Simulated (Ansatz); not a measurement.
C6H16Cl2GeN2 can be A, `CC[N](C)[Ge]([Cl])([Cl])[N](C)CC`, or B, `CC(C)[NH][Ge]([Cl])([Cl])[NH]C(C)C`.

Calculated with Ansatz (gas phase, PBE0-D4/def2-TZVP geometries, no zero-point term in ΔE). CCSD(T)/CBS is the MP2 limit (def2-TZVPP, def2-QZVPP) plus CCSD(T) − MP2 in def2-TZVPP, frozen cores. Functionals use def2-TZVPP. B3LYP here is the variant with VWN-RPA as its local correlation; programs differ in this. For Ge outer-core shells are correlated without core-valence functions, which leaves a few kJ/mol of doubt a bond. Scalar relativity is left out up to krypton. Each species was taken in one conformer, which may not be the lowest.

Problem. Which isomer does CCSD(T)/CBS put lower? Give the gap. (An estimate is asked.)

Solution. Ansatz gave: B, by 21.4 kcal/mol.

Problem. Give E(B) − E(A) in kcal/mol with CCSD/def2-TZVPP, PBE0-D4, B3LYP, BLYP-D4, PBE-D4, B3LYP-D4, MP2/def2-TZVPP. (Estimate.)

Solution. Ansatz gave: CCSD/def2-TZVPP -21.2, PBE0-D4 -20.4, B3LYP -21.7, BLYP-D4 -18.1, PBE-D4 -19.3, B3LYP-D4 -19.3, MP2/def2-TZVPP -20.5. None reverses the order clearly.

Largest T1 diagnostic: 0.010.

From BLYP to BHLYP (50 % exact exchange), in def2-TZVPP and without D4, E(B) − E(A) moves by −1.4 kcal/mol. Leaving LDA and LC-ωPBE aside and taking each functional with its dispersion term where it has one, the values, not all of them listed here, spread over 3.6 kcal/mol, from r2SCAN0-D4 to BLYP-D4. LDA lies +2.0 kcal/mol from PBE without D4.
